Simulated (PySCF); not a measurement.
All values below come from PBE-D3(BJ)/def2-TZVP // TPSS-D3(BJ)/def2-SVP in PySCF 2.14.0. Gas-phase values, no solvent. 

Reference species: [W(=O)2(Cl)2] (neutral, multiplicity 1).

| Quantity | Value |
|---|---|
| dipole moment | 1.87 D |
| HOMO | -8.10 eV |

Changed species: [Mo(=O)2(Cl)2] (M = Mo, dioxo; the reference has M = W, dioxo).

Q: What does the change do to the dipole moment and HOMO?

A: the dipole moment falls by 0.65 D, to 1.22 D; the HOMO drops by 0.23 eV, to -8.33 eV.
